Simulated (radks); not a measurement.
Results of a calculation; reference values are marked as such.
Trend from Rb+ to Xe+: ionisation energy by Delta-SCF between NIST ground configurations, and size. Level of theory: Dirac Kohn-Sham, BLYP, spin-unpolarised, spherical densities, finite nucleus; open shells fill j = l - 1/2 first; Fermi nuclear charge, rms radius of each element as measured or else 0.836 A^(1/3) + 0.57 fm (a radial shooting solver on a logarithmic mesh with Libxc functionals).

Rb+: configuration [Kr]; IE (eV) 27.110; NIST (eV) 27.290; kind exp.; -e(HOMO) (eV) 21.183 (4p3/2); r at 0.001 e/bohr^3 (bohr) 3.65
Sr+: configuration [Kr] 5s1; IE (eV) 11.125; NIST (eV) 11.030; kind exp.; -e(HOMO) (eV) 8.368 (5s1/2); r at 0.001 e/bohr^3 (bohr) 4.46
Zr+: configuration [Kr] 4d2 5s1; IE (eV) 13.029; NIST (eV) 13.130; kind exp.; -e(HOMO) (eV) 9.908 (4d3/2); r at 0.001 e/bohr^3 (bohr) 4.48
Nb+: configuration [Kr] 4d4; IE (eV) 14.029; NIST (eV) 14.320; kind semi-emp.; -e(HOMO) (eV) 9.293 (4d3/2); r at 0.001 e/bohr^3 (bohr) 4.10
Mo+: configuration [Kr] 4d5; IE (eV) 15.232; NIST (eV) 16.2; kind semi-emp.; -e(HOMO) (eV) 10.215 (4d5/2); r at 0.001 e/bohr^3 (bohr) 4.02
Tc+: configuration [Kr] 4d5 5s1; IE (eV) 14.946; NIST (eV) 15.260; kind semi-emp.; -e(HOMO) (eV) 11.409 (5s1/2); r at 0.001 e/bohr^3 (bohr) 4.23
Ru+: configuration [Kr] 4d7; IE (eV) 17.919; NIST (eV) 16.8; kind semi-emp.; -e(HOMO) (eV) 12.311 (4d5/2); r at 0.001 e/bohr^3 (bohr) 3.85
Rh+: configuration [Kr] 4d8; IE (eV) 19.226; NIST (eV) 18.080; kind semi-emp.; -e(HOMO) (eV) 13.335 (4d5/2); r at 0.001 e/bohr^3 (bohr) 3.77
Pd+: configuration [Kr] 4d9; IE (eV) 20.516; NIST (eV) 19.4; kind semi-emp.; -e(HOMO) (eV) 14.350 (4d5/2); r at 0.001 e/bohr^3 (bohr) 3.69
Ag+: configuration [Kr] 4d10; IE (eV) 21.794; NIST (eV) 21.484; kind exp.; -e(HOMO) (eV) 15.359 (4d5/2); r at 0.001 e/bohr^3 (bohr) 3.61
Cd+: configuration [Kr] 4d10 5s1; IE (eV) 17.297; NIST (eV) 16.908; kind exp.; -e(HOMO) (eV) 13.162 (5s1/2); r at 0.001 e/bohr^3 (bohr) 3.87
In+: configuration [Kr] 4d10 5s2; IE (eV) 19.322; NIST (eV) 18.870; kind exp.; -e(HOMO) (eV) 14.951 (5s1/2); r at 0.001 e/bohr^3 (bohr) 4.00
Sn+: configuration [Kr] 4d10 5s2 5p1; IE (eV) 14.378; NIST (eV) 14.633; kind exp.; -e(HOMO) (eV) 10.530 (5p1/2); r at 0.001 e/bohr^3 (bohr) 4.20
Sb+: configuration [Kr] 4d10 5s2 5p2; IE (eV) 16.333; NIST (eV) 16.63; kind exp.; -e(HOMO) (eV) 12.225 (5p1/2); r at 0.001 e/bohr^3 (bohr) 4.25
Te+: configuration [Kr] 4d10 5s2 5p3; IE (eV) 17.338; NIST (eV) 18.6; kind exp.; -e(HOMO) (eV) 13.116 (5p3/2); r at 0.001 e/bohr^3 (bohr) 4.25
I+: configuration [Kr] 4d10 5s2 5p4; IE (eV) 19.192; NIST (eV) 19.131; kind exp.; -e(HOMO) (eV) 14.727 (5p3/2); r at 0.001 e/bohr^3 (bohr) 4.20
Xe+: configuration [Kr] 4d10 5s2 5p5; IE (eV) 21.039; NIST (eV) 20.975; kind semi-emp.; -e(HOMO) (eV) 16.336 (5p3/2); r at 0.001 e/bohr^3 (bohr) 4.13

Reference values: NIST Atomic Spectra Database (exp. = measured, semi-emp. = semi-empirical, theory = theoretical value adopted there). Spin polarisation and multiplet splitting are left out, so open shells lie too high by an amount that depends on their filling.

Beside tabulated values, note that spin-unpolarised runs miss the spin-polarisation part of the exchange energy of open shells.
